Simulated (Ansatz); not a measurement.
Coupled-cluster diagnostics for the cluster Ru₃H₆ (the lowest singlet isomer of a short search), Ansatz.

Geometry of the singlet (PBE0-D4/def2-SVP):

| atom | x (Å) | y (Å) | z (Å) |
| --- | --- | --- | --- |
| Ru1 | -0.624 | -1.216 | -0.057 |
| Ru2 | 0.106 | 0.661 | 1.194 |
| Ru3 | 0.518 | 0.557 | -1.138 |
| H4 | 1.262 | -0.797 | -1.470 |
| H5 | -1.860 | -0.628 | 0.734 |
| H6 | -0.454 | 1.976 | 0.522 |
| H7 | -0.847 | 0.303 | -1.891 |
| H8 | 0.249 | -1.730 | 1.155 |
| H9 | 1.651 | 0.874 | 0.950 |

In the def2 sets Ru takes a core potential; there is no spin–orbit coupling. Correlated methods freeze no core orbitals; core or outer-core shells of Ru are correlated, in sets that lack core-valence functions. At PBE0-D4/def2-TZVP a quintet of charge 0 lies 0.09 eV below the restricted singlet, each at its own geometry. The structure comes from a short search, and lower isomers may exist.

**Question.** Estimate the CCSD(T) correlation energy, the shares of MP2 and (T), T1 and the reference's ⟨S²⟩ for: charge 0, singlet, own geometry in def2-TZVP; and the rough time on 4 threads of Arm Neoverse V2 on a shared host.

**Answer.** 
| state | basis | correlation (eV) | MP2 share (%) | (T) share (%) | T1 | ⟨S²⟩ (pure) | wall time | remarks |
| --- | --- | --- | --- | --- | --- | --- | --- | --- |
| charge 0, singlet, own geometry | def2-TZVP | -45.531 | 97.3 | 6.4 | 0.075 | 0.00 (0.00) | 2.7 min | large T1 (0.075), restricted SCF unstable |
Customary marks for T1 are 0.02 (closed shells), 0.045 (open shells) and about 0.05 (3d metals). T1 exceeds 0.02 in 1 of 1 rows and 0.045 in 1; the higher it lies, the less the single-reference result can be trusted.
